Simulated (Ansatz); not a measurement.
Computed with Ansatz on PBE0-D4/def2-TZVP structures; ΔE is electronic, products minus reactants. CBS: MP2 limit from def2 TZ/QZ plus the TZ coupled-cluster correction, frozen cores. This one scheme is used for every species. DFT in def2-TZVPP. Each species was taken in one conformer, which may not be the lowest.

`[AlH2][NH][SiH2][SiH3]` + `O[SiH2][AlH2]` → `[AlH2][O][SiH2][AlH2]` + `N[SiH2][SiH3]`  (ligand exchange at the Al–N bond)

`[AlH2][NH][SiH2][SiH3]`:

```xyz
12

Al   -1.866    0.415    1.825
N    -0.260   -0.028    1.187
Si    0.145   -0.896   -0.255
Si    1.463    0.390   -1.708
H    -3.138   -0.045    1.010
H    -1.910    1.247    3.171
H     0.538    0.283    1.727
H    -1.136   -1.254   -0.923
H     0.877   -2.164    0.041
H     1.872   -0.393   -2.907
H     2.698    0.846   -1.008
H     0.720    1.599   -2.160
```

`O[SiH2][AlH2]`:

Cartesian coordinates in Å:
```
O 0.858 -1.021 -1.296
Si 0.070 0.311 -0.696
Al -0.472 -0.076 1.672
H 1.124 -0.992 -2.217
H 0.913 1.538 -0.865
H -1.167 0.592 -1.495
H -1.221 1.074 2.476
H -0.104 -1.427 2.421
```

`[AlH2][O][SiH2][AlH2]`:

```xyz
10

Al    1.838   -1.536   -0.841
O     0.976   -0.276   -0.141
Si    0.144    0.950    0.550
Al   -2.293    0.651    0.319
H     2.142   -2.809    0.044
H     2.289   -1.381   -2.347
H     0.573    2.247   -0.061
H     0.524    1.052    1.994
H    -3.307    1.717    0.924
H    -2.886   -0.616   -0.442
```

`N[SiH2][SiH3]`:

Z-matrix (Å, degrees):
```
Si
Si 1 2.341
N 1 1.724 2 108.6
H 1 1.497 2 108.1 3 -126.1
H 1 1.488 2 110.7 3 117.7
H 2 1.489 1 110.3 3 173.7
H 2 1.491 1 110.1 3 54.6
H 2 1.488 1 111.4 3 -65.4
H 3 1.008 1 119.6 2 167.4
H 3 1.007 1 119.6 2 -50.6
```

```json
{"level": "PBE0-D4", "ΔE (kcal/mol)": "-11.7", "difference from CCSD(T)/CBS": "0.5"}
{"level": "ωB97X-V", "ΔE (kcal/mol)": "-12.7", "difference from CCSD(T)/CBS": "-0.5"}
{"level": "ωB97M-V", "ΔE (kcal/mol)": "-12.4", "difference from CCSD(T)/CBS": "-0.2"}
{"level": "PBE", "ΔE (kcal/mol)": "-11.3", "difference from CCSD(T)/CBS": "0.9"}
{"level": "r2SCAN", "ΔE (kcal/mol)": "-12.5", "difference from CCSD(T)/CBS": "-0.3"}
{"level": "HF/def2-TZVPP", "ΔE (kcal/mol)": "-15.6", "difference from CCSD(T)/CBS": "-3.4"}
{"level": "MP2/def2-TZVPP", "ΔE (kcal/mol)": "-12.2", "difference from CCSD(T)/CBS": "0.0"}
{"level": "CCSD(T)/def2-TZVPP", "ΔE (kcal/mol)": "-12.1", "difference from CCSD(T)/CBS": "0.1"}
{"level": "SCS-MP2/def2-QZVPP", "ΔE (kcal/mol)": "-13.0", "difference from CCSD(T)/CBS": "-0.8"}
{"level": "CCSD/CBS(def2)", "ΔE (kcal/mol)": "-12.9", "difference from CCSD(T)/CBS": "-0.7"}
{"level": "CCSD(T)/CBS", "ΔE (kcal/mol)": "-12.2", "difference from CCSD(T)/CBS": "0"}
```

Largest T1 diagnostic among the species: 0.013.

From PBE to PBE0 (25 % exact exchange), in def2-TZVPP and without D4, ΔE moves by −0.7 kcal/mol. In def2-TZVPP, CCSD(T) changes the Hartree–Fock value by +3.6 kcal/mol (the triples alone add +0.6 kcal/mol) and MP2 by +3.5 kcal/mol.
